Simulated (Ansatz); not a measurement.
Computed with Ansatz on PBE0-D4/def2-TZVP structures; ΔE is electronic, products minus reactants. CCSD(T)/CBS adds triple-zeta CCSD(T) − MP2 to the extrapolated MP2 energy (def2 sets, frozen cores). Functionals use def2-TZVPP. B3LYP here is the variant with VWN-RPA as its local correlation; programs differ in this. For Ga outer-core shells are correlated without core-valence functions, which leaves a few kJ/mol of doubt a bond. Scalar relativity is left out up to krypton. One conformer a species, not always the lowest.

Reaction (redistribution): `N[SiH2][GaH2]` + `C[SiH2][SiH](O)F` → `C[SiH2][GaH2]` + `N[SiH2][SiH](O)F`

`N[SiH2][GaH2]`:

Cartesian coordinates in Å:
```
N -0.631 0.417 -1.483
Si -0.654 0.365 0.244
Ga 1.224 -0.928 1.025
H 0.250 0.516 -1.961
H -1.366 0.886 -1.988
H -1.950 -0.243 0.662
H -0.619 1.704 0.922
H 2.458 -1.219 0.086
H 1.288 -1.497 2.492
```

`C[SiH2][SiH](O)F`:

Z-matrix (Å, degrees):
```
C
Si 1 1.875
H 1 1.092 2 110.3
H 1 1.092 2 110.6 3 -119.7
H 1 1.092 2 110.8 3 120.2
Si 2 2.340 1 110.8 3 58.4
H 2 1.490 1 111.0 3 -61.5
H 2 1.490 1 111.0 3 179.0
F 6 1.607 2 109.5 1 65.6
O 6 1.640 2 106.5 1 -52.7
H 6 1.489 2 116.2 1 -176.0
H 10 0.959 6 118.8 2 -171.1
```

`C[SiH2][GaH2]`:

Z-matrix (Å, degrees):
```
C
Si 1 1.880
H 1 1.092 2 110.8
H 1 1.092 2 111.0 3 120.2
H 1 1.092 2 110.8 3 -119.6
Ga 2 2.414 1 114.4 3 59.8
H 2 1.494 1 109.6 3 -178.2
H 2 1.494 1 109.6 3 -62.2
H 6 1.575 2 120.8 1 -179.9
H 6 1.577 2 122.1 1 0.1
```

`N[SiH2][SiH](O)F`:

```xyz
11

N    -0.818    1.472   -0.056
Si   -0.433    0.079   -1.029
Si    0.777   -1.271    0.472
O     0.890   -0.366    1.834
F     2.230   -1.574   -0.133
H    -1.507    1.364    0.674
H    -0.966    2.350   -0.531
H    -1.608   -0.618   -1.635
H     0.424    0.570   -2.140
H     0.225   -2.588    0.865
H     0.786    0.580    1.679
```

Is it downhill or uphill in electronic energy at CCSD(T)/CBS, and by how much? (Estimate.)

The calculation gave: Nearly level: ΔE = +0.02 eV.

What do these levels give: PBE-D4, r2SCAN-D4, B3LYP-D4, ωB97M-V, B2PLYP, PBE, CCSD/def2-TZVPP, CCSD(T)/def2-TZVPP, HF/def2-QZVPP, MP2/def2-QZVPP, HF/CBS(def2), CCSD/CBS(def2)? (Estimate.)

Computed: PBE-D4 -0.01, r2SCAN-D4 0.00, B3LYP-D4 0.02, ωB97M-V 0.01, B2PLYP 0.02, PBE 0.00, CCSD/def2-TZVPP 0.03, CCSD(T)/def2-TZVPP 0.01, HF/def2-QZVPP 0.09, MP2/def2-QZVPP 0.02, HF/CBS(def2) 0.09, CCSD/CBS(def2) 0.04 eV.

Largest T1 diagnostic among the species: 0.012.

In def2-TZVPP, CCSD(T) changes the Hartree–Fock value by −0.07 eV (the triples alone add −0.01 eV) and MP2 by −0.06 eV.
